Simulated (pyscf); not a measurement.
# O=Zr(OH)–OH (SMILES [O]=[Zr]([OH])[OH]), singlet

Gas-phase minimum from PySCF at ωB97X-D3(BJ)/def2-SVP, one conformer. 

```xyz
6

O      1.3852     1.7106    -0.8312
Zr     0.4498     0.5646     0.1031
O      1.3344    -1.1444     0.5254
O     -1.5097     0.7276    -0.0250
H      2.1086    -1.6993     0.4114
H     -2.2541     1.1730    -0.4344
```
Charge 0, spin multiplicity 1.

Bond lengths (Å): O1–Zr2 1.750, Zr2–O3 1.970, Zr2–O4 1.970, O3–H5 0.959, O4–H6 0.959. Bond angles (°): O1–Zr2–O3 116.3, O1–Zr2–O4 116.3, O3–Zr2–O4 122.2, Zr2–O3–H5 147.0, Zr2–O4–H6 146.9.

Properties at ωB97X-D3(BJ)/def2-SVP:

```
Quantity                                                                                                                                                                         Result
---------------------------------------------------------------------------------------------------------------------  ----------------------------------------------------------------
Harmonic wavenumbers, unscaled                                                                                         58, 168, 196, 327, 360, 506, 528, 678, 706, 978, 3987, 3989 cm⁻¹
Zero-point energy                                                                                                                                                         17.8 kcal/mol
Rotational symmetry number                                                                                                                                                            1
Entropy of this conformer at 298 K and 1 atm, rigid rotor and harmonic oscillator, modes under 100 cm⁻¹ raised to 100                                                   330.6 J/(mol K)
Dipole moment                                                                                                                                                                    2.65 D
```

Single-point totals, which compare only within one level:

```csv
level,total energy (hartree)
ωB97X-D3(BJ)/def2-TZVP,-274.24549
PBE/def2-TZVP,-273.98202
r²SCAN/def2-TZVP,-274.11282
B3LYP-D3(BJ)/def2-TZVP,-274.21971
PBE0-D3(BJ)/def2-TZVP,-273.94162
M06-2X/def2-TZVP,-274.00531
ωB97M-D3(BJ)/def2-TZVP,-274.20087
```

Soft torsions are taken as harmonic, which can shift the entropy by several J/(mol K). Elements past Kr carry the def2 core potentials, without spin-orbit coupling.
